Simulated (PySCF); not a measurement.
```xyz
19

B     -3.2517    -0.2994    -0.5544
C     -1.7298    -0.4267    -0.3867
C     -1.0971    -1.6766    -0.5011
C      0.2809    -1.8385    -0.3560
C      1.1043    -0.7396    -0.0850
C      2.5123    -0.9013     0.0640
C      3.7121    -1.0329     0.1921
C      0.5180     0.5456     0.0405
C      1.1558     1.7996     0.3124
C      0.2630     2.8248     0.3602
S     -1.3714     2.3272     0.0816
C     -0.8821     0.6726    -0.1128
H     -3.7985     0.7750    -0.4568
H     -3.9130    -1.2839    -0.7873
H     -1.7154    -2.5526    -0.7124
H      0.7347    -2.8262    -0.4521
H      4.7738    -1.1546     0.3046
H      2.2297     1.9103     0.4621
H      0.4743     3.8772     0.5485
```

Charge 0, multiplicity 1.

Question: Give the Mulliken and meta-Löwdin atomic charges from PBE0-D3(BJ)/def2-TZVP // PBE0-D3(BJ)/def2-SVP run with PySCF.

Answer: 
```csv
atom,Mulliken (e),meta-Löwdin (e)
B1,-0.07,-0.04
C2,0.07,-0.10
C3,-0.19,-0.08
C4,-0.22,-0.12
C5,-0.01,0.02
C6,0.08,-0.03
C7,-0.11,-0.20
C8,0.03,-0.01
C9,-0.27,-0.16
C10,-0.12,-0.24
S11,0.05,0.28
C12,-0.01,-0.08
H13,0.01,0.01
H14,0.01,0.01
H15,0.13,0.13
H16,0.13,0.13
H17,0.18,0.18
H18,0.14,0.14
H19,0.15,0.15
```
